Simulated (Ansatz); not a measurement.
bis(trichlorosilyl)methane (CH₂Cl₆Si₂), singlet, at a GFN2-xTB geometry; B3LYP/STO-3G (Ansatz, a first-principles code).

Ansatz was given this input:
Ansatz 0.2 input:
```yaml
crystal:
  periodic: [false, false, false]
  atoms:
    - {symbol: Cl, position_ang: [3.26052000, -0.53738498, -1.13336811]}
    - {symbol: Si, position_ang: [1.60710573, 0.23649542, -0.26836104]}
    - {symbol: Cl, position_ang: [2.00035562, 0.66527047, 1.65976350]}
    - {symbol: Cl, position_ang: [1.07094830, 1.91445903, -1.24446984]}
    - {symbol: C, position_ang: [0.22253351, -1.07870862, -0.36950706]}
    - {symbol: Si, position_ang: [-1.54059755, -0.55888706, 0.15792715]}
    - {symbol: Cl, position_ang: [-2.29245094, 0.75063201, -1.17475212]}
    - {symbol: Cl, position_ang: [-1.52172421, 0.27063151, 1.99296333]}
    - {symbol: Cl, position_ang: [-2.69199891, -2.21846337, 0.18936396]}
    - {symbol: H, position_ang: [0.52408362, -1.93415496, 0.23660337]}
    - {symbol: H, position_ang: [0.17355337, -1.44756964, -1.39499878]}
basis:
  gaussian:
    orbitals: STO-3G
hamiltonian:
  xc: b3lyp
```

Output, abridged:

```
Functional definition: B3LYP
890 factors; integrals over basis functions are off by at most 2.9e-5 eV
mean field evaluation 1: about -90945.8125 eV, gradient 4.6e1 eV
mean field evaluation 2: about -90945.7222 eV, gradient 5.0e1 eV
mean field evaluation 4: about -90954.7853 eV, gradient 2.2e0 eV
mean field evaluation 8: about -90954.7920 eV, gradient 1.7e-2 eV
mean field -90954.79201916 eV, -3342.5269553318 hartree, gradient 4.0e-5 eV, S^2 0.000000; 0 other end points of the search recorded, 0 dependent functions left out
reference -90954.79228594 eV, -3342.5269651359 hartree; 69, 69 occupied and 10, 10 virtual orbitals, 890 factors
Total energy: -90954.79228594 eV, -3342.5269651359 hartree
```
